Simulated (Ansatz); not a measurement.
`O[SiH2]B(F)Br`. Charge 0, multiplicity 1. Correlated methods include outer-core shells of Br, which these sets cover unevenly. Scalar relativity is left out up to krypton.

Z-matrix (Å, degrees):
```
Si
B 1 2.031
O 1 1.646 2 110.1
H 1 1.485 2 110.9 3 119.7
H 1 1.491 2 107.6 3 -122.1
Br 2 1.933 1 118.8 3 11.1
F 2 1.312 1 124.5 3 -170.2
H 3 0.960 1 116.4 2 -21.7
```

Question: Give the diagnostics of a CCSD(T)/def2-TZVPP run (frozen core, Ansatz). (Estimate.)

Answer: Ansatz gave: T1 = 0.0118, largest single amplitude 0.034, largest double 0.025, (T) share of the correlation energy 3.4 %, 9 CCSD cycles. The RHF solution is stable towards an unrestricted one. T1 lies under the customary mark of 0.02 for closed shells.
